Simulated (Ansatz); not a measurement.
Problem. Name a neutral molecule of Si, Sn and H with LUMO energy (PBE0/def2-TZVPP) between -0.20 and 0.10 eV and HOMO–LUMO gap (PBE/def2-TZVPP) between 5.80 and 6.10 eV (Ansatz, PBE0-D4/def2-TZVP geometry).

Solution. `[SiH3][SnH3]` (-0.07 eV, 6.07 eV). Other molecules can fit too; these were computed, each in one conformer that needn't be the lowest.
